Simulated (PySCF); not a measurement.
**Structure from NMR data**

The spectra below were simulated for a compound C5H5F3NP.

1H NMR (600 MHz, computed): δ 8.72 (m, 1H), 2.94 (m, 2H), 2.72 (m, 2H).

13C{1H} NMR (computed): δ 182.6 (CH), 130.8 (C), 123.9 (C), 32.5 (CH2), 16.0 (CH2).

Theory: PBE0/pcSseg-1 with gauge-including orbitals, geometry from GFN2-xTB, in PySCF (no relativistic terms, rapidly exchanging positions averaged, gas phase, single conformer).

Scale: 1H, 13C against TMS (reference shieldings calculated alike).

Q: Deduce the structure.

A: 
5 carbon signals for 5 carbons: no two carbons are equivalent. Carbon types of the structure: 2 × C, 1 × CH, 2 × CH2, which accounts for all hydrogens. δC 182.6: carbon double-bonded to a heavier main-group atom. δC 130.8: CF3 carbon; 3 electronegative neighbours deshield it. δC 123.9: nitrile carbon; typical of a nitrile. δC 32.5: sp3 CH2 bonded to P. δC 16.0: sp3 CH2 α to a nitrile; a saturated carbon with 2 carbon neighbours and no heteroatom attached. δH 8.72: hydrogen on a carbon double-bonded to a heavier main-group atom. δH 2.72: hydrogen on an sp3 CH2 α to a nitrile.

The compound is SMILES P(/CCC#N)=C/C(F)(F)F.

This is the structure that produced the data.

Splittings by 19F and 31P in the carbon and heteronuclear signals aren't shown, as no couplings were computed. Shifts are as computed. Against solution values, carbons near 30 ppm lie about +3 ppm off and those near 130 ppm about +5 ppm. Of 1211 compounds with measured shifts, 218 miss one by over three times the rms of a fit or turn the order of signals round; such compounds aren't used in these exercises. Multiplicities follow the n + 1 count of equivalent neighbours, as no J values were calculated; m marks all less simple cases, F and P coupling included.
